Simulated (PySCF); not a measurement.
## Löwdin shares of the frontier orbitals

Species: C6H10NSi (charge +1).
SMILES with atom numbers: `[SiH3:1][CH2:2][c:3]1[cH:4][cH:5][nH+:6][cH:7][cH:8]1` (hydrogens: H9, H10, H11 on Si1; H12, H13 on C2; H14 on C4; H15 on C5; H16 on N6; H17 on C7; H18 on C8)

Structure used (GFN2-xTB), in Å, numbered top down from 1:
```xyz
18
C6H10NSi angstrom
Si    -2.4942   -0.4771   -1.0386
C     -1.5799    0.6334    0.3086
C     -0.1639    0.3479    0.2958
C      0.3925   -0.6771    1.0892
C      1.7302   -0.9527    1.0314
N      2.5358   -0.2546    0.2119
C      2.0550    0.7257   -0.5728
C      0.7249    1.0410   -0.5523
H     -2.2022   -1.8588   -0.6612
H     -3.8951   -0.1018   -0.9267
H     -1.8705   -0.1288   -2.3138
H     -2.0361    0.3920    1.2644
H     -1.7907    1.6666    0.0479
H     -0.2401   -1.2409    1.7559
H      2.1842   -1.7229    1.6357
H      3.5278   -0.4668    0.1913
H      2.7590    1.2472   -1.2030
H      0.3545    1.8339   -1.1821
```

Method: PySCF 2.14.0, density-fitted response routines, TDDFT PBE0/def2-SVPD, vertical, gas phase, core orbitals frozen in the response.

Kohn–Sham orbitals with the atoms that hold most of them (Löwdin shares over 4%, at most four atoms; ? is withheld):

| orbital | ε (eV) | atoms |
| --- | --- | --- |
| HOMO-3 | -13.43 | Si1 40%, H10 29%, H11 11%, H9 10% |
| HOMO-2 | -13.35 | Si1 35%, H9 21%, H11 21%, C2 7% |
| HOMO-1 | -12.91 | ? |
| HOMO | ? | ? |
| LUMO | -6.34 | C3 23%, N6 17%, C7 14%, C5 14% |
| LUMO+1 | -5.46 | C8 20%, C4 20%, C5 17%, C7 17% |
| LUMO+2 | -3.60 | H16 28%, C5 13%, C7 13%, N6 13% |

Problem. Which atoms hold the HOMO, and with what shares?

Solution. C2 (bonded to C, Si and 2 H) 25%; Si1 (bonded to C and 3 H) 16%; C3 (bonded to 3 C) 10%; C4 (bonded to 2 C and H) 10%. By element: carbon 45% or more, silicon 16%.

Problem. Which atoms hold the HOMO-1, and with what shares?

Solution. C7 (bonded to C, N and H) 20%; C5 (bonded to C, N and H) 20%; C4 (bonded to 2 C and H) 17%; C8 (bonded to 2 C and H) 17%.

Problem. What is the HOMO energy, and the HOMO–LUMO gap?

Solution. ε(HOMO) = -12.13 eV; the gap is 5.79 eV (0.2128 hartree).

Problem. The HOMO–LUMO gap is 5.79 eV. Where does the response calculation put the lowest singlet, and from which orbitals?

Solution. S1 is at 5.13 eV (f = 0.336), 0.66 eV below the gap, made of HOMO→LUMO (94%). Without the coupling terms of the response equations the lowest excitation would equal the gap.

Next come S2 at 5.44 eV (f 0.0095), HOMO→LUMO+1 (58%), HOMO-1→LUMO (40%); S3 at 5.94 eV (f 0.016), HOMO-2→LUMO (67%), HOMO-1→LUMO (21%), HOMO→LUMO+1 (11%); S4 at 6.16 eV (f 0.134), HOMO-1→LUMO (33%), HOMO-2→LUMO (31%), HOMO→LUMO+1 (30%); S5 at 6.17 eV (f 0.0048), HOMO-3→LUMO (99%).

Löwdin shares depend on the basis, the more so with diffuse functions.

One conformer stands for the species.
